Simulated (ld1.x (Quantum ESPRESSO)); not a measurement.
# Before and after: TM semilocal potential for B

ld1.x (Quantum ESPRESSO) 7.5 input, shortened:

```
&input
   title='B', zed=5., rel=1, dft='PZ', iswitch=3,
   config='[He] 2s1.75 2p1.25'
 /
 &inputp
   pseudotype=1, tm=.true., lloc=0,
   nlcc=.true., rcore=0.55
 /
2
2P  2  1   1.25   0.00  2.80  2.80  0.0
2S  1  0   1.75   0.00  1.05  1.05  0.0
 &test
   configts(1)='2s1.75 2p1.25'
 /
```

Change: all radii but the core radius scaled by about 1.34 (s 1.40, p 3.74 bohr).

Cutoffs: the cutoffs (Ry, on a coarse ladder) from which the occupation-weighted sum of valence levels, in a spherical-Bessel basis at the reference potential, stays within 10 and 1 mRy of its value at 400 Ry; they do not see the model core or the augmentation charge, which bear on the density cutoff. Errors are all-electron minus pseudo energies relative to the spin-unpolarised reference configuration.

Task: How do hardness, ghosts and transferability respond?

Result: The potential gets softer (40 Ry and 90 Ry → 18 Ry and 50 Ry); of the 9 tests that both files solve, the error grows in 7 and shrinks in 2 by more than 15 % and 0.3 meV (median size 13.4 → 20.0 meV); neither file shows a bound ghost. A larger radius leaves more room for a smooth pseudo-wave, so fewer plane waves are needed. A semilocal file is local in each channel, so a ghost entry of none says nothing of the separable form that plane-wave codes build from it.

```csv
quantity,base,changed
"cutoff, loose",40 Ry,18 Ry
"cutoff, tight",90 Ry,50 Ry
loose cutoff by channel (10 mRy a level),"p 12 Ry, s 18 Ry","p 8 Ry, s 18 Ry"
bound ghosts,none,none
"error for 2s2 2p1, meV [ΔE -1.42 eV]",-0.5,-2.2
"error for 2s2 2p0, meV [ΔE 6.91 eV]",+81,+213
"error for 2s1 2p0, meV [ΔE 32.21 eV]",+255,+634
"error for 2s2 2p0.5, meV [ΔE 1.52 eV]",+13,+38
"error for 2s0 2p3, meV [ΔE 9.98 eV]",-23,-107
"error for 2s1 2p2, meV [ΔE 4.27 eV]",-4.4,-20
"error for 2s2 2p1.3, meV [ΔE -2.19 eV]",-2.1,-6.5
"error for 2s1.75 2p1.25 (spin-polarised), meV [ΔE -0.56 eV]",+16,+2.9
"error for 2s2 2p1 (spin-polarised), meV [ΔE -1.65 eV]",+5.3,-2.1
```
